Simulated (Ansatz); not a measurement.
Calculated with Ansatz (gas phase, PBE0-D4/def2-TZVP geometries, no zero-point term in ΔE). CCSD(T)/CBS is the MP2 limit (def2-TZVPP, def2-QZVPP) plus CCSD(T) − MP2 in def2-TZVPP, frozen cores. DFT in def2-TZVPP. Elements past krypton have def2 core potentials. For Sb outer-core shells are correlated without core-valence functions, which leaves a few kJ/mol of doubt a bond. One conformer a species, not always the lowest.

Reaction (redistribution): `[F][AlH][SbH2]` + `[SiH3]OP` → `[F][AlH][PH2]` + `[SiH3][O][SbH2]`

```
             level  ΔE (kJ/mol)  difference from CCSD(T)/CBS
           BLYP-D4        -10.7                         -4.5
           PBE0-D4         -2.8                          3.4
            B2PLYP         -5.0                          1.2
           r2SCANh         -6.7                         -0.5
             BHLYP          0.9                          7.1
       HF/def2-SVP          8.1                         14.3
     CCSD/def2-SVP         -2.6                          3.6
   CCSD/def2-TZVPP         -3.1                          3.1
SCS-MP2/def2-QZVPP         -5.5                          0.7
      HF/CBS(def2)          3.5                          9.7
       CCSD(T)/CBS         -6.2                            0
```

Largest T1 diagnostic among the species: 0.014.

From BLYP to BHLYP (50 % exact exchange), in def2-TZVPP and without D4, ΔE moves by +10.4 kJ/mol. Leaving LDA and LC-ωPBE aside and taking each functional with its dispersion term where it has one, the values, not all of them listed here, spread over 26.5 kJ/mol, from B97M-V to BHLYP-D4. LDA lies +8.9 kJ/mol from PBE without D4. In def2-TZVPP, CCSD(T) changes the Hartree–Fock value by −11.5 kJ/mol (the triples alone add −2.5 kJ/mol) and MP2 by −9.1 kJ/mol.
